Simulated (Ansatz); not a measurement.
Si₅W₄ (the lowest singlet isomer of a short search). Charge 0, multiplicity 1. Geometry PBE-D4/def2-SVP, basis def2-TZVP, Ansatz.

Cartesian coordinates in Å:
```
W 2.011 1.045 -0.338
W 0.214 0.730 -1.919
W 1.474 -1.303 -0.539
W 1.097 0.203 1.734
Si -0.845 -1.460 -1.317
Si -0.240 1.861 0.323
Si -0.273 -1.800 1.116
Si -1.421 0.190 1.711
Si -2.017 0.533 -0.771
```

| run | HOMO (eV) | LUMO (eV) |
| --- | --- | --- |
| A | -3.87 | -3.35 |
| B | -3.93 | -3.21 |
| C | -4.52 | -2.71 |
| D | -5.38 | -1.89 |

In the def2 sets W takes a core potential; there is no spin–orbit coupling. The structure comes from a short search, and lower isomers may exist.

Q: The runs used CAM-B3LYP, PBE, PBE0, r2SCAN. Estimate which is which.

A: A PBE (0 % exact exchange); B r2SCAN (0 % exact exchange); C PBE0 (25 % exact exchange); D CAM-B3LYP (range-separated). Exact exchange lowers occupied and raises empty levels; among semilocal functionals meta-GGAs tend to open the gap a little, and such runs are hard to tell apart. The gap grows from 0.52 eV (PBE) to 3.49 eV (CAM-B3LYP). The restricted singlet is unstable towards broken spin symmetry in Hartree–Fock (as tested in another run); at PBE-D4/def2-TZVP, r2SCAN-D4/def2-TZVP, PBE0-D4/def2-TZVP, CAM-B3LYP-D4/def2-TZVP this wasn't settled.
